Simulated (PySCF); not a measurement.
Compound: C₅H₁₀O₂S.
Geometry (GFN2-xTB, Å), atoms numbered from 1 in this order:
```
atom  x, y, z in Å
C1    -2.6890    0.3456   -0.1538
C2    -1.4840   -0.4606    0.3240
O3    -0.8432   -1.1948   -0.7049
C4    -0.1263   -0.4223   -1.6273
C5     1.0941    0.2584   -1.0386
S6     1.4570    1.8121   -1.3700
O7     1.8160   -0.5319   -0.2691
C8     2.9870   -0.0012    0.3199
H9    -3.2261    0.7337    0.7069
H10   -3.3564   -0.2925   -0.7280
H11   -2.3828    1.1860   -0.7722
H12   -1.8051   -1.2245    1.0361
H13   -0.7654    0.2032    0.8244
H14    0.2133   -1.1296   -2.3927
H15   -0.7476    0.3434   -2.1080
H16    3.4281   -0.8068    0.9017
H17    2.7410    0.8477    0.9634
H18    3.6806    0.3405   -0.4531
```

PySCF closed-shell single points with density fitting, gas phase. The input was altered on purpose; the results of an altered input aren't properties of the species above.

Question: What comes out at KT3/6-31G with: damping 2.0 at the start, DIIS from the seventh cycle, at most 56 cycles, all coordinates scaled by 1.3?

Answer: E = -752.2555 Eh; HOMO -5.33 eV, LUMO -3.87 eV (gap 1.46 eV), in 39 cycles. The distance C1···C2 goes from 1.527 to 1.985 Å, the nuclear repulsion from 468.20 to 360.15 Eh (it goes as one over the scale factor). With bonds stretched this far the closed-shell solution need not be the lowest.

Coordinates of the altered input:
```
atom  x, y, z in Å
C1    -3.4957    0.4493   -0.1995
C2    -1.9289   -0.5986    0.4214
O3    -1.0960   -1.5530   -0.9164
C4    -0.1641   -0.5491   -2.1158
C5     1.4224    0.3360   -1.3506
S6     1.8951    2.3554   -1.7827
O7     2.3601   -0.6911   -0.3493
C8     3.8826   -0.0015    0.4161
H9    -4.1941    0.9535    0.9195
H10   -4.3627   -0.3801   -0.9465
H11   -3.0981    1.5420   -1.0034
H12   -2.3462   -1.5918    1.3470
H13   -0.9947    0.2647    1.0718
H14    0.2779   -1.4688   -3.1104
H15   -0.9720    0.4459   -2.7410
H16    4.4564   -1.0493    1.1714
H17    3.5627    1.1013    1.2536
H18    4.7838    0.4434   -0.5888
```

The SCF part of the output:
```
final grid: 143928 points
cycle   1  E = -751.6433106163  dE = -7.483e-01  |g| = 1.473e+00  |ddm| = 3.270e+00
cycle   2  E = -746.4881759871  dE =  5.155e+00  |g| = 4.130e+00  |ddm| = 2.926e+00
cycle   3  E = -714.2563816100  dE =  3.223e+01  |g| = 6.691e+00  |ddm| = 1.328e+01
cycle   4  E = -685.6893860455  dE =  2.857e+01  |g| = 4.567e+00  |ddm| = 2.024e+01
cycle   5  E = -614.2880103925  dE =  7.140e+01  |g| = 5.212e+00  |ddm| = 3.308e+01
cycle   6  E = -682.7724814744  dE = -6.848e+01  |g| = 6.867e+00  |ddm| = 4.938e+01
cycle   7  E = -673.4982639794  dE =  9.274e+00  |g| = 6.124e+00  |ddm| = 2.800e+01
cycle   8  E = -663.1337223879  dE =  1.036e+01  |g| = 7.262e+00  |ddm| = 3.102e+01
cycle   9  E = -738.9385903381  dE = -7.580e+01  |g| = 3.977e+00  |ddm| = 2.030e+01
cycle  10  E = -713.2982259956  dE =  2.564e+01  |g| = 6.105e+00  |ddm| = 1.064e+01
... (19 lines left out)
cycle  30  E = -752.2554572899  dE = -2.071e-04  |g| = 9.527e-03  |ddm| = 2.610e-02
cycle  31  E = -752.2554834437  dE = -2.615e-05  |g| = 2.242e-03  |ddm| = 1.320e-02
cycle  32  E = -752.2554853162  dE = -1.873e-06  |g| = 7.819e-04  |ddm| = 3.950e-03
cycle  33  E = -752.2554854164  dE = -1.002e-07  |g| = 6.197e-04  |ddm| = 1.036e-03
cycle  34  E = -752.2554854110  dE =  5.472e-09  |g| = 6.292e-04  |ddm| = 9.471e-04
cycle  35  E = -752.2554855280  dE = -1.170e-07  |g| = 9.298e-05  |ddm| = 5.745e-04
cycle  36  E = -752.2554855254  dE =  2.583e-09  |g| = 1.285e-04  |ddm| = 1.518e-04
cycle  37  E = -752.2554855271  dE = -1.678e-09  |g| = 9.978e-05  |ddm| = 1.709e-04
cycle  38  E = -752.2554855299  dE = -2.785e-09  |g| = 4.466e-05  |ddm| = 1.170e-04
cycle  39  E = -752.2554855305  dE = -6.075e-10  |g| = 9.521e-06  |ddm| = 4.415e-05
converged SCF energy = -752.2554855305
```
